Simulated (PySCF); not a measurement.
These are PBE-D3(BJ)/def2-TZVP // PBE0-D3(BJ)/def2-TZVP in PySCF values and carry that method's errors. All species are isolated molecules in the gas phase. 

Reference species (SMILES): `[Si](Cl)Cl` (excited triplet) (neutral, multiplicity 3).

```yaml
dipole_moment: 0.54 D
```

Changed species: `[SiH]Cl` (excited triplet) (X = H, multiplicity 3; the reference has X = chloro, multiplicity 3).

Problem. What does the change do to the dipole moment?

Solution. the dipole moment goes up by 0.23 D, to 0.77 D.
